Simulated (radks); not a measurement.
Excited configurations of Cd2+: one electron is placed in a higher orbital outside [Kr] 4d9. The ground configuration is [Kr] 4d10. All-electron calculation, scalar-relativistic Kohn-Sham, PBE, spin-unpolarised, spherical densities, finite nucleus; Fermi nuclear charge, rms radius 4.6087 fm. Program: a radial shooting solver on a logarithmic mesh with Libxc functionals. Excitation = E - E(ground); binding = E(ion) - E, where the ion is the core of charge +3; n* = 3/sqrt(2 binding) in atomic units, and the quantum defect is n - n*.

outer orbital	excitation (eV)	binding (eV)	n*	quantum defect	eigenvalue (eV)	<r> (bohr)
4f	29.970	8.039	3.903	0.097	-6.301	5.475
5s	10.368	27.641	2.105	2.895	-23.114	2.396
5p	17.592	20.417	2.449	2.551	-16.673	2.873
5f	32.550	5.459	4.736	0.264	-4.469	9.291
6s	25.529	12.480	3.132	2.868	-10.682	5.064
6p	27.755	10.254	3.456	2.544	-8.723	5.871
6d	30.847	7.162	4.135	1.865	-6.020	7.861
6f	34.142	3.867	5.627	0.373	-3.262	14.15
7p	31.765	6.244	4.428	2.572	-5.377	9.775
7d	33.282	4.727	5.090	1.910	-4.052	12.40
7f	35.149	2.860	6.544	0.456	-2.454	19.99

The Delta-SCF ionisation energy is 38.009 eV (NIST Atomic Spectra Database: 37.47 eV, measured). Self-interaction in the functional shifts the binding energies and quantum defects, so they are the method's values and not measured ones. Spin polarisation and multiplet splitting are left out, so open shells lie too high by an amount that depends on their filling.

Beside tabulated values, note that spin-unpolarised runs miss the spin-polarisation part of the exchange energy of open shells.
